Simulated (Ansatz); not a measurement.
Program: Ansatz. Geometries: PBE0-D4/def2-TZVP. ΔE: electronic, gas phase. CCSD(T)/CBS adds triple-zeta CCSD(T) − MP2 to the extrapolated MP2 energy (def2 sets, frozen cores). This one scheme is used for every species. Functionals use def2-TZVPP. B3LYP here is the variant with VWN-RPA as its local correlation; programs differ in this. For Ge outer-core shells are correlated without core-valence functions, which leaves a few kJ/mol of doubt a bond. Scalar relativity is left out up to krypton. Each species was taken in one conformer, which may not be the lowest.

Consider the formal exchange of groups at a C–C bond: `CCC(N)=O` + `[Cl][GeH3]` → `N[C](=O)[GeH2][Cl]` + `CC`.

(1) Is it downhill or uphill in electronic energy at CCSD(T)/CBS, and by how much? (Best estimate.)

(2) What do these levels give: PBE-D4, r2SCAN-D4, PBE0-D4, PBE, r2SCAN, PBE0, B3LYP, SCS-MP2/def2-TZVPP, MP2/def2-QZVPP, SCS-MP2/def2-QZVPP, MP2/CBS(def2), CCSD/CBS(def2)? (An estimate is asked.)

Largest T1 diagnostic among the species: 0.014.

Answers

(1) Ansatz gave: Downhill: ΔE = -1.6 kcal/mol.

(2) Ansatz gave: PBE-D4 -4.2, r2SCAN-D4 -2.5, PBE0-D4 -1.8, PBE -3.9, r2SCAN -2.5, PBE0 -1.6, B3LYP -2.7, SCS-MP2/def2-TZVPP -1.6, MP2/def2-QZVPP -2.1, SCS-MP2/def2-QZVPP -1.6, MP2/CBS(def2) -2.2, CCSD/CBS(def2) -0.7 kcal/mol.

From PBE to PBE0 (25 % exact exchange), in def2-TZVPP and without D4, ΔE moves by +2.3 kcal/mol. In def2-TZVPP, CCSD(T) changes the Hartree–Fock value by −3.9 kcal/mol (the triples alone add −0.8 kcal/mol) and MP2 by −4.6 kcal/mol.
